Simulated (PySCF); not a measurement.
Cl2Te, charge -1, doublet, geometry from GFN2-xTB of the parent state (a state made from the parent by changing its charge; the spin is typed, not shown lowest) (core potentials on Te) (a gas-phase anion, which may not be bound at this level); M062X/def2-SVP in PySCF.

The PySCF input:
```python
from pyscf import gto, scf, dft

mol = gto.Mole()
mol.atom = '''
    Te   -0.068246   -0.051895    0.739223
    Cl    1.149156    1.355091   -1.200721
    Cl   -0.940405   -1.196353   -1.060433
'''
mol.basis = 'def2-svp'
mol.ecp = {'Te': 'def2-svp'}
mol.charge = -1
mol.spin = 1
mol.verbose = 4
mol.build()

mf = dft.ROKS(mol)
mf.xc = 'm062x'
mf.kernel()
```

Question: What does PySCF print? Leave out banner, timings and long lists.

Answer: 
```
PySCF version 2.14.0

[INPUT] verbose = 4
[INPUT] num. atoms = 3
[INPUT] num. electrons = 59
[INPUT] charge = -1
[INPUT] spin (= nelec alpha-beta = 2S) = 1
[INPUT] symmetry False subgroup None
[INPUT] Mole.unit = angstrom
[INPUT] Symbol           X                Y                Z      unit          X                Y                Z       unit  Magmom
[INPUT]  1 Te    -0.068246000000  -0.051895000000   0.739223000000 AA   -0.128966249097  -0.098067337234   1.396929014979 Bohr   0.0
[INPUT]  2 Cl     1.149156000000   1.355091000000  -1.200721000000 AA    2.171590114401   2.560750863863  -2.269033842014 Bohr   0.0
[INPUT]  3 Cl    -0.940405000000  -1.196353000000  -1.060433000000 AA   -1.777107896172  -2.260779518302  -2.003927943451 Bohr   0.0

nuclear repulsion = 220.355334572087
number of shells = 26
number of NR pGTOs = 133
number of NR cGTOs = 62
basis = def2-svp
ecp = {'Te': 'def2-svp'}

******** <class 'pyscf.dft.roks.ROKS'> ********
method = ROKS
initial guess = minao
damping factor = 0
level_shift factor = 0
DIIS = <class 'pyscf.scf.diis.CDIIS'>
diis_start_cycle = 1
diis_space = 8
diis_damp = 0
SCF conv_tol = 1e-09
SCF conv_tol_grad = None
SCF max_cycles = 50
direct_scf = True
direct_scf_tol = 1e-13
num. doubly occ = 29  num. singly occ = 1
XC library pyscf.dft.libxc version 7.1.2
    S. Lehtola, C. Steigemann, M. J. T. Oliveira, and M. A. L. Marques,  SoftwareX 7, 1–5 (2018)
XC functionals = m062x
    Y. Zhao and D. G. Truhlar,  Theor. Chem. Acc. 120, 215 (2008)
    Y. Zhao and D. G. Truhlar,  Theor. Chem. Acc. 120, 215 (2008)
radial grids:
    Treutler-Ahlrichs [JCP 102, 346 (1995); DOI:10.1063/1.469408] (M4) radial grids

becke partition: Becke, JCP 88, 2547 (1988); DOI:10.1063/1.454033
pruning grids: <function nwchem_prune>
grids dens level: 3
symmetrized grids: False
atomic radii adjust function: <function treutler_atomic_radii_adjust>
small_rho_cutoff = 0
Set gradient conv threshold to 3.16228e-05
tot grids = 59720
init E= -1160.22954107297
  HOMO = -0.699698498015507  LUMO = -0.686642717784934  gap/eV = 0.35527
cycle= 1 E= -1186.01403723354  delta_E= -25.8  |g|= 2.68  |ddm|= 5.43
  HOMO = 0.380976420915938  LUMO = 0.436597232069964  gap/eV = 1.51352
cycle= 2 E= -1186.53853879575  delta_E= -0.525  |g|= 2.44  |ddm|= 5.34
  HOMO = 0.0592585882252052  LUMO = 0.172699565122272  gap/eV = 3.08689
cycle= 3 E= -1188.08137543435  delta_E= -1.54  |g|= 0.159  |ddm|= 2.71
  HOMO = 0.0450804237296083  LUMO = 0.145559390554915  gap/eV = 2.73417
cycle= 4 E= -1188.09103159561  delta_E= -0.00966  |g|= 0.0507  |ddm|= 0.316
  HOMO = 0.0522720847359892  LUMO = 0.157474365889584  gap/eV = 2.86270
cycle= 5 E= -1188.09169543152  delta_E= -0.000664  |g|= 0.019  |ddm|= 0.0747
  HOMO = 0.0551783088425637  LUMO = 0.158244267961294  gap/eV = 2.80457
cycle= 6 E= -1188.09180680029  delta_E= -0.000111  |g|= 0.00379  |ddm|= 0.0235
  HOMO = 0.0548594093512307  LUMO = 0.158434572799422  gap/eV = 2.81842
cycle= 7 E= -1188.09181343981  delta_E= -6.64e-06  |g|= 0.00147  |ddm|= 0.00856
  HOMO = 0.0547620489158263  LUMO = 0.15834794355812  gap/eV = 2.81872
cycle= 8 E= -1188.09181473138  delta_E= -1.29e-06  |g|= 0.000291  |ddm|= 0.00285
  HOMO = 0.054759414241552  LUMO = 0.15834284449128  gap/eV = 2.81865
cycle= 9 E= -1188.09181496009  delta_E= -2.29e-07  |g|= 0.000162  |ddm|= 0.00191
  HOMO = 0.0547673035023877  LUMO = 0.158357707708106  gap/eV = 2.81884
cycle= 10 E= -1188.09181502835  delta_E= -6.83e-08  |g|= 6.92e-05  |ddm|= 0.00105
  HOMO = 0.0547658766305688  LUMO = 0.158363422992025  gap/eV = 2.81903
cycle= 11 E= -1188.09181505221  delta_E= -2.39e-08  |g|= 1.62e-05  |ddm|= 0.000951
  HOMO = 0.0547652802180636  LUMO = 0.158363992944537  gap/eV = 2.81906
cycle= 12 E= -1188.09181505323  delta_E= -1.01e-09  |g|= 7.77e-06  |ddm|= 0.000167
  HOMO = 0.0547650803047475  LUMO = 0.158364411139061  gap/eV = 2.81908
cycle= 13 E= -1188.09181505336  delta_E= -1.35e-10  |g|= 1.46e-06  |ddm|= 7.75e-05
  HOMO = 0.0547650802610136  LUMO = 0.158364392707931  gap/eV = 2.81908
Extra cycle  E= -1188.09181505337  delta_E= -5.46e-12  |g|= 9.29e-07  |ddm|= 5.22e-06
converged SCF energy = -1188.09181505337
```
